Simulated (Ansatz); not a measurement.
Stepwise reaction of `CO[SiH](Cl)OC` with hydrogen, as a gas-phase model of exchange steps in deposition or etching. ΔE in kJ/mol.

Computed with Ansatz on PBE0-D4/def2-TZVP structures; ΔE is electronic, products minus reactants. CCSD(T)/CBS adds triple-zeta CCSD(T) − MP2 to the extrapolated MP2 energy (def2 sets, frozen cores). This one scheme is used for every species. Functionals use def2-TZVPP. B3LYP here is the variant with VWN-RPA as its local correlation; programs differ in this. One conformer a species, not always the lowest.

```tsv
step	reaction	PBE-D4	B3LYP-D4	ωB97M-V	CCSD(T)/CBS
2	`CO[SiH2]Cl` + H₂ → `[SiH3]Cl` + CH₃OH	81.7	89.2	88.1	88.2
```

Task: Give the row of step 1, `CO[SiH](Cl)OC` + H₂ → `CO[SiH2]Cl` + CH₃OH. (Best estimate.)

Result: The calculation gave: 
| step | reaction | PBE-D4 | B3LYP-D4 | ωB97M-V | CCSD(T)/CBS |
| --- | --- | --- | --- | --- | --- |
| 1 | `CO[SiH](Cl)OC` + H₂ → `CO[SiH2]Cl` + CH₃OH | 87.2 | 95.4 | 94.9 | 94.6 |

Task: By hand: ΔE of the 2 steps together at CCSD(T)/CBS.

Result: (94.6) + (88.2) = 182.8 kJ/mol, or 91.4 kJ/mol a step.

In ΔE each step is lower than the one before. All are uphill at CCSD(T)/CBS. PBE-D4 differs from CCSD(T)/CBS by -7.4 to -6.5 kJ/mol a step. Isolated molecules leave out the surface, adducts and barriers. Largest T1 diagnostic: 0.011.
